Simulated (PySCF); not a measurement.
F2HS, SMILES F[SH+]F, charge +1. Geometry optimised at PBE-D3(BJ)/def2-TZVP. The isomer is the one that the SMILES or the coordinates give; other isomers of the formula were not compared.

Computed equilibrium geometry at PBE-D3(BJ)/def2-TZVP (PySCF confirms it by a frequency run) as Cartesian coordinates in Å, and its point group:
point group Cs.
```xyz
4

F     -0.0307     0.4771    -1.2072
S      0.1100    -0.4794     0.0000
F     -0.0307     0.4771     1.2072
H     -1.2062    -0.9180     0.0000
```
Charge +1, spin multiplicity 1.
